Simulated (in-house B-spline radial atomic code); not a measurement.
**RPA and G0W0 on LDA exchange-only: N5+**

Configuration 1s2, mean-field start LDA exchange-only. Computed with an all-electron radial atomic-structure program (B-spline basis): all electrons, scalar-relativistic (spin-free one-electron X2C), finite nucleus, each spin shell either full or empty, empty states to l = 9 with an (l + 1/2)⁻⁴ tail; G0W0 by contour deformation at full frequency.

Command:
```bash
python run_gw.py task.json out
```
Settings (radii: box in bohr, nucleus in fm):
```
Z                        7
electrons                2
configuration            1s2
hamiltonian              x2c
method                   lda,
lmax                     9
rms_radius               2.5582
spin_polarised           False
box_radius               10.43
intervals                69
ion_configuration        1s1
```

Cost of the run: 1 s on 1 thread of Arm Neoverse V2 (shared host).

Energies (hartree):

```
                                     term      value
                         mean-field total  -44.17769
Hartree-Fock functional on these orbitals  -44.75907
                      direct second order  -0.094552
                    second-order exchange   0.047277
                         SOSEX correction   0.045503
```

(1) What is the RPA correlation energy, and what remains with SOSEX?

Quasi-particle levels (eV):

```
level  occupied  mean field  Σx - vxc     Σc  QP weight    G0W0
   1s       yes     -504.96    -47.94      ?          ?       ?
   2s        no     -101.90      4.29  -0.21      1.000  -97.82
```

G0W0 = mean field + (Σx - vxc) + Σc, with Σc (partial-wave tail included) taken at the quasi-particle energy.

(2) Where does G0W0 put 1s?

(3) What does it cost to remove one electron (to 1s1) by differences of total energies, each species on its own start (correlation terms add to the Hartree-Fock functional)?

Results:

(1) RPA gives -0.091004 hartree (-1.24 eV per electron); RPA + SOSEX gives -0.045501, and the second-order doubles -0.047275 hartree (no singles). SOSEX takes back 50 % of the RPA value, the self-correlation of each of the two electrons.

(2) At -552.10 eV, with Σc = 0.79 eV and a quasi-particle weight of 0.993. The tabulated removal energy is 552.067 eV (NIST, tabulated theory).

(3) LDA exchange-only 543.46 eV, Hartree-Fock functional 550.88 eV, + RPA 552.73 eV, + RPA + SOSEX 552.12 eV, + second order 552.17 eV. Tabulated: 552.067 eV (NIST, tabulated theory).
